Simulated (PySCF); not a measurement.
## A thermochemical cycle for LiSb

r²SCAN in PySCF with def2-SVP on every atom (core potentials on Sb), for the lowest determinant that a PBE0 search found; no spin–orbit coupling. LiSb, a triplet (π ↑↑), has De = 1.57 eV to neutral atoms, and LiSb⁺, a quartet (σ ↑, π ↑↑), has De = 0.39 eV to Li⁺ + Sb.

At the same level the Li atom ionises at 5.29 eV.

Task: What is the adiabatic ionisation energy of the molecule, and does ionisation strengthen or weaken the bond?

Result: IE = IE(Li) + De(neutral) − De(ion) = 5.29 + 1.57 − 0.39 = 6.47 eV. De changes by -1.18 eV, so ionisation weakens the bond.

Weak bonds: LiSb⁺. Basis-set superposition, not corrected here, can be much of De in a small basis, most of all at correlated wavefunction levels. Spin–orbit coupling is left out, which matters for elements this heavy, above all for dissociation energies. For an ion De counts to the pair picked by the measured ionisation energies or electron affinities, which need not be the lowest pair at this level. States were picked by a PBE0 search and need not be the measured ground states.
